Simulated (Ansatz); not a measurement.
A nudged elastic band was laid between two geometries of H3N + H9NOSi3 (18 atoms, charge 0, multiplicity 1).

Theory: RHF/def2-SVP in Ansatz.

```yaml
movable_images: 5
climbing_image: yes
spring: 5.0 eV/Å²
optimiser: quadratic models (default)
start_path: through a guess of the saddle point
force_threshold: 0.03 eV/Å
iteration_limit: 60
end_points: relaxed
```

Image 0:

```xyz
18
Properties=species:S:1:pos:R:3
Si -0.399 0.018 -0.442
O -0.507 -0.553 1.128
H -1.352 -0.650 1.541
Si 1.900 -0.180 -0.951
H 2.260 -1.605 -1.166
H 2.200 0.567 -2.200
H 2.743 0.370 0.138
Si -1.242 2.234 -0.525
H -2.701 2.234 -0.226
H -0.563 3.091 0.479
H -1.043 2.828 -1.871
N -1.304 -0.890 -1.592
H -2.267 -0.707 -1.797
H -1.043 -1.816 -1.873
N 1.770 -2.617 2.377
H 2.176 -3.068 1.575
H 2.484 -2.028 2.772
H 1.039 -2.012 2.042
```

Image 6:

```xyz
18
Properties=species:S:1:pos:R:3
Si -0.021 -0.737 -0.490
O 1.218 0.793 2.053
H 0.834 1.318 2.738
Si 2.269 -0.261 -0.901
H 2.673 -0.925 -2.173
H 2.505 1.194 -1.059
H 3.141 -0.796 0.173
Si -1.363 1.165 -0.027
H -1.815 1.179 1.391
H -0.642 2.428 -0.310
H -2.590 1.145 -0.873
N -0.650 -1.436 -1.945
H -1.632 -1.496 -2.136
H -0.128 -2.084 -2.502
N -0.064 -1.716 0.975
H -0.963 -1.978 1.341
H 0.552 -2.508 1.030
H 0.825 -0.070 2.123
```

(1) What changes between the two ends?

(2) Give the energies along the band, and the barrier.

Answers

(1) Bonds broken: Si1–O2, N15–H18. Bonds formed: Si1–N15, O2–H18. H3N + H9NOSi3 becomes H10N2Si3 + H2O.

(2) It did not converge within its limit. The highest image is number 3 of 0 to 6, 1.80 eV above the first end and 1.46 eV above the last; the last end lies 0.34 eV above the first. The band didn't meet its force threshold, so its energies are provisional: the largest band force was still 0.15 eV/Å, and over the last iterations the top stayed at 1.81 eV. Neighbouring images lie up to 3.8 Å apart, so the band is torn or far too coarse. The orbitals stay closed-shell, which can raise the energy where a bond breaks towards radicals; this wasn't checked here.

```json
{"image": "0", "path coordinate (Å)": "0.00", "energy (eV)": "0.00", "Si1–O2 (Å)": "1.67", "N15–H18 (Å)": "1.01", "Si1–N15 (Å)": "4.43"}
{"image": "1", "path coordinate (Å)": "3.82", "energy (eV)": "0.02", "Si1–O2 (Å)": "1.67", "N15–H18 (Å)": "1.01", "Si1–N15 (Å)": "4.16"}
{"image": "2", "path coordinate (Å)": "7.64", "energy (eV)": "0.22", "Si1–O2 (Å)": "1.69", "N15–H18 (Å)": "1.01", "Si1–N15 (Å)": "3.43"}
{"image": "3", "path coordinate (Å)": "11.46", "energy (eV)": "1.80", "Si1–O2 (Å)": "2.39", "N15–H18 (Å)": "1.08", "Si1–N15 (Å)": "1.91"}
{"image": "4", "path coordinate (Å)": "13.86", "energy (eV)": "0.37", "Si1–O2 (Å)": "3.34", "N15–H18 (Å)": "2.13", "Si1–N15 (Å)": "1.76"}
{"image": "5", "path coordinate (Å)": "16.26", "energy (eV)": "0.37", "Si1–O2 (Å)": "3.41", "N15–H18 (Å)": "2.16", "Si1–N15 (Å)": "1.76"}
{"image": "6", "path coordinate (Å)": "18.66", "energy (eV)": "0.34", "Si1–O2 (Å)": "3.22", "N15–H18 (Å)": "2.20", "Si1–N15 (Å)": "1.76"}
```

Time of the run: 8.1 min on 4 threads of Arm Neoverse V2 (shared host), peak memory 0.47 GiB.
